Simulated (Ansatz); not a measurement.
Consider the substitution at a C–C bond: `CC[AsH]C` + `[F][SnH]([SH])[Cl]` → `C[S][SnH]([F])[Cl]` + `C[AsH]C`.

Gas-phase electronic energies from Ansatz, PBE0-D4/def2-TZVP geometries. CCSD(T)/CBS is the MP2 limit (def2-TZVPP, def2-QZVPP) plus CCSD(T) − MP2 in def2-TZVPP, frozen cores. Functionals use def2-TZVPP. def2 core potentials past Kr. For As, Sn outer-core shells are correlated without core-valence functions, which leaves a few kJ/mol of doubt a bond. Scalar relativity is left out up to krypton. One conformer a species, not always the lowest.

Task: Is it downhill or uphill in electronic energy at CCSD(T)/CBS, and by how much? (Best estimate.)

Result: Computed: Uphill: ΔE = +1.2 kcal/mol.

Task: What do these levels give: PBE-D4, BLYP-D4, revPBE, BLYP, r2SCAN, r2SCAN0, BHLYP, CAM-B3LYP, LC-ωPBE, HF/def2-SVP, CCSD(T)/def2-SVP, SCS-MP2/def2-QZVPP? (An estimate is asked.)

Result: Ansatz gave: PBE-D4 0.3, BLYP-D4 -0.1, revPBE 0.3, BLYP 0.4, r2SCAN 0.7, r2SCAN0 1.1, BHLYP 1.5, CAM-B3LYP 1.5, LC-ωPBE 1.6, HF/def2-SVP 3.3, CCSD(T)/def2-SVP 4.1, SCS-MP2/def2-QZVPP 1.2 kcal/mol.

Largest T1 diagnostic among the species: 0.013.

At CCSD(T), def2-SVP lies +2.9 kcal/mol from the extrapolated value and def2-TZVPP +0.7 kcal/mol. From BLYP to BHLYP (50 % exact exchange), in def2-TZVPP and without D4, ΔE moves by +1.0 kcal/mol. Leaving LDA and LC-ωPBE aside and taking each functional with its dispersion term where it has one, the values, not all of them listed here, spread over 1.6 kcal/mol, from BLYP-D4 to PBE-QIDH. LDA lies +1.2 kcal/mol from PBE without D4.
